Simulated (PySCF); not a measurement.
CH5F2NOSi, SMILES NC[Si](O)(F)F.

Geometry: PBE0-D3(BJ)/def2-SVP. This is a generated structure with no PubChem entry under its InChIKey; it may be hypothetical. The values are those of a single conformer.

Vertical ionisation energy (IE) and electron affinity (EA) in eV. Rows of orbital energies are one-electron estimates. Where ΔSCF, EOM or ADC give a negative EA the extra electron is unbound and the value depends on the basis.

| level | IE | EA |
|---|---|---|
| −ε(HOMO), −ε(LUMO), r2SCAN/def2-TZVP (PySCF) | 5.83 | -0.21 |
| −ε(HOMO), −ε(LUMO), PBE/def2-TZVP (PySCF) | 5.56 | 0.48 |
